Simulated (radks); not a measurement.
Problem. Species: La I. Configuration: [Xe] 5d1 6s2. Method: scalar-relativistic Kohn-Sham, PBE, spin-unpolarised, spherical densities, finite nucleus; Fermi nuclear charge, rms radius 4.855 fm; computed with a radial shooting solver on a logarithmic mesh with Libxc functionals. Some entries of the table are withheld. Estimate them.

| orbital | occ. | eigenvalue (hartree) | <1/r> (bohr^-1) | <r^2> (bohr^2) |
|---|---|---|---|---|
| 1s | 2 | -1423.975 | 62.01 | 0.0008538 |
| 2s | 2 | -226.6877 | 14.28 | 0.01362 |
| 2p | 6 | -203.1810 | 13.55 | (1) |
| 3s | 2 | (2) | 5.171 | 0.09292 |
| 3p | 6 | -40.97869 | 4.901 | 0.09296 |
| 3d | 10 | -30.19008 | 4.647 | 0.07971 |
| 4s | 2 | -9.79132 | 2.150 | 0.4827 |
| 4p | 6 | -7.34988 | 1.984 | (3) |
| 4d | 10 | -3.81643 | 1.724 | 0.6831 |
| 5s | 2 | -1.43031 | 0.8494 | 2.722 |
| 5p | 6 | (4) | 0.7247 | 3.687 |
| 6s | 2 | -0.13522 | 0.2841 | (5) |
| 5d | 1 | (6) | 0.4409 | 10.87 |
| 6p | 0 | -0.04968 | 0.2083 | 41.02 |

Solution. 
(1) 2p <r^2> (bohr^2): 0.01084
(2) 3s eigenvalue (hartree): -48.48616
(3) 4p <r^2> (bohr^2): 0.5459
(4) 5p eigenvalue (hartree): -0.82323
(5) 6s <r^2> (bohr^2): 22.13
(6) 5d eigenvalue (hartree): -0.11359
